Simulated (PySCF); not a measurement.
Computed shifts of a molecule C₃H₄BFO, PBE/pcSseg-1 (PySCF), GIAO, gas phase, equivalent atoms averaged, in ppm (number of nuclei): ¹³C: 232.6 (1), 80.8 (1), 74.6 (1). ¹⁹F: -123.6 (1). ¹H: 5.11 (2), 4.97 (1), 4.38 (1). References: ¹³C against TMS (σ = 182.0 ppm); ¹¹B against BF3 (σ = 83.9 ppm); ¹⁷O against H2O (σ = 334.3 ppm); ¹⁹F against CFCl3 (σ = 133.6 ppm); ¹H against TMS (σ = 31.49 ppm), references at their B3LYP-D3(BJ)/def2-TZVP geometries, non-relativistic. Geometry optimised at B3LYP-D3(BJ)/def2-SVP. Other conformers were not sampled.

Identify the compound among the candidates.
A) C=C=CB(O)F
B) OB1CC=C1F
C) FB1C=COC1
D) FB1C=CCO1

A, C=C=CB(O)F
